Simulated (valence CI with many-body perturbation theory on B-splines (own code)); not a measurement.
Xe XXIV: calculated level list

Level of theory: relativistic CI+MBPT: three valence electrons over a frozen Dirac-Fock core [Ar] 3d10, a basis of 11 s, 11 p, 9 d, 7 f, 5 g, 2 h, 1 i functions for each j, with the one-electron correlation potential Σ1, the two-electron term Σ2, the three-electron term Σ3, Breit, model QED; selected CI, second order for the rest (own B-spline code, finite nucleus).

No measured spectrum was set against this ion. As an estimate, levels hold to about 250 cm⁻¹ or 0.2 % of their energy and the worst to 1 %, as in measured heavy ions of charge 2 to 7; those with d or f electrons hold less well.

Levels 1 to 45 of 69, with energies above the lowest level, 4s²4p ²P°_1/2. "Leading %" is the weight of the configuration and term that name the level; weights of strongly mixed levels are sums over their largest components and can fall short. In the jj column 3d3/2^4 stands for four electrons in 3d with j = 3/2. Lifetimes count E1, E2, E3, M1 and M2 decay at the calculated energies, and are blank where another channel may lead or the interval is too uncertain; long ones can be off by a factor of two.

```csv
No.,Configuration,Term,J,E (eV),Leading %,Leading jj,Lifetime,g
1,4s²4p,²P°,1/2,0.00,99,4s^2 4p1/2 (99 %),,0.663
2,4s²4p,²P°,3/2,17.29,99,4s^2 4p3/2 (99 %),40.6 μs,1.332
3,4s4p²,⁴P,1/2,49.44,79,4s 4p1/2^2 (85 %),248 ps,2.471
4,4s4p²,⁴P,3/2,60.94,96,4s 4p1/2 4p3/2 (97 %),2.07 ns,1.700
5,4s4p²,⁴P,5/2,65.25,61,4s 4p1/2 4p3/2 (90 %),337 ps,1.444
6,4s4p²,²D,3/2,72.44,79,4s 4p1/2 4p3/2 (88 %),26.4 ps,0.893
7,4s4p²,²P,1/2,76.31,70,4s 4p1/2 4p3/2 (80 %),8.83 ps,1.151
8,4s4p²,²D,5/2,81.72,57,4s 4p3/2^2 (88 %),113 ps,1.353
9,4s4p²,²S,1/2,93.60,68,4s 4p3/2^2 (92 %),12.4 ps,1.711
10,4s4p²,²P,3/2,94.52,81,4s 4p3/2^2 (84 %),6.71 ps,1.262
11,4s²4d,²D,3/2,109.11,90,4s^2 4d3/2 (90 %),4.01 ps,0.805
12,4s²4d,²D,5/2,112.18,93,4s^2 4d5/2 (93 %),5.58 ps,1.200
13,4p³,²P°,3/2,125.05,38,4p1/2^2 4p3/2 (92 %),14.8 ps,1.354
14,4p³,⁴S°,3/2,138.16,54,4p1/2 4p3/2^2 (90 %),10.6 ps,1.445
15,4p³,²D°,5/2,138.88,83,4p1/2 4p3/2^2 (83 %),26.1 ps,1.195
16,4p³,²P°,1/2,146.33,92,4p1/2 4p3/2^2 (92 %),11.3 ps,0.664
17,4s4p4d,⁴F°,3/2,147.27,88,4s 4p1/2 4d3/2 (93 %),74.7 ps,0.462
18,4s4p4d,⁴F°,5/2,150.29,81,4s 4p1/2 4d3/2 (63 %),44.3 ps,1.051
19,4s4p4d,⁴F°,7/2,155.54,76,4s 4p1/2 4d5/2 (77 %),27.2 ps,1.255
20,4s4p4d,⁴P°,5/2,156.39,53,4s 4p1/2 4d5/2 (90 %),6.98 ps,1.446
21,4s4p4d,⁴D°,3/2,156.90,45,4s 4p1/2 4d3/2 (54 %),5.09 ps,1.349
22,4s4p4d,⁴D°,1/2,157.52,77,4s 4p1/2 4d3/2 (87 %),3.68 ps,0.335
23,4p³,²P°,3/2,159.12,46,4p3/2^3 (74 %),8.73 ps,1.312
24,4s4p4d,²F°,5/2,163.64,72,4s 4p1/2 4d5/2 (62 %),9.53 ps,0.961
25,4s4p4d,²D°,3/2,165.77,55,4s 4p1/2 4d5/2 (40 %),4.86 ps,0.925
26,4s4p4d,⁴F°,9/2,166.67,100,4s 4p3/2 4d5/2 (100 %),62.8 μs,1.332
27,4s4p4d,⁴P°,1/2,169.72,89,4s 4p3/2 4d3/2 (97 %),5.50 ps,2.368
28,4s4p4d,⁴D°,5/2,169.87,61,4s 4p3/2 4d3/2 (87 %),4.39 ps,1.302
29,4s4p4d,⁴P°,3/2,170.24,58,4s 4p3/2 4d3/2 (85 %),4.96 ps,1.502
30,4s4p4d,⁴D°,7/2,170.25,73,4s 4p3/2 4d5/2 (47 %),4.73 ps,1.369
31,4s4p4d,²D°,5/2,174.09,50,4s 4p3/2 4d5/2 (94 %),7.86 ps,1.297
32,4s4p4d,²D°,3/2,177.15,53,4s 4p3/2 4d5/2 (39 %),4.01 ps,1.044
33,4s4p4d,²F°,7/2,179.79,98,4s 4p3/2 4d5/2 (73 %),10.4 ps,1.143
34,4s4p4d,²F°,5/2,181.93,76,4s 4p3/2 4d3/2 (76 %),3.81 ps,0.894
35,4s4p4d,²F°,7/2,182.24,75,4s 4p3/2 4d5/2 (64 %),4.39 ps,1.179
36,4s4p4d,²P°,1/2,184.46,85,4s 4p3/2 4d3/2 (55 %),3.83 ps,0.622
37,4s4p4d,²P°,1/2,186.55,92,4s 4p3/2 4d5/2 (58 %),4.10 ps,0.667
38,4s4p4d,²P°,3/2,188.77,62,4s 4p3/2 4d5/2 (52 %),3.25 ps,1.191
39,4s4p4d,²P°,3/2,188.84,57,4s 4p3/2 4d5/2 (67 %),3.44 ps,1.136
40,4s4p4d,²D°,5/2,189.76,79,4s 4p3/2 4d5/2 (80 %),2.89 ps,1.158
41,4s²4f,²F°,5/2,208.45,86,4s^2 4f5/2 (86 %),3.58 ps,0.856
42,4p²4d,⁴F,3/2,208.56,51,4p1/2^2 4d3/2 (92 %),18.6 ps,0.701
43,4s²4f,²F°,7/2,208.62,88,4s^2 4f7/2 (88 %),4.02 ps,1.143
44,4p²4d,⁴F,5/2,213.72,33,4p1/2^2 4d5/2 (80 %),14.9 ps,1.160
45,4p²4d,²F,5/2,220.17,58,4p1/2 4p3/2 4d3/2 (89 %),26.1 ps,0.925
```

Names give the largest LS component (configuration and term), which can be under half, so a name can repeat, a term be missing and a line seem to break the LS rules; names also repeat where a configuration has a term twice.

Where two levels of one J and parity lie close, their mixing, g and order are uncertain.

The ionisation energy to 4s² ¹S0 of the next ion comes out as 737.49 eV (NIST: 736 ± 4 eV (theoretical)). All 69 levels together are meant to be complete up to 251.58 eV.
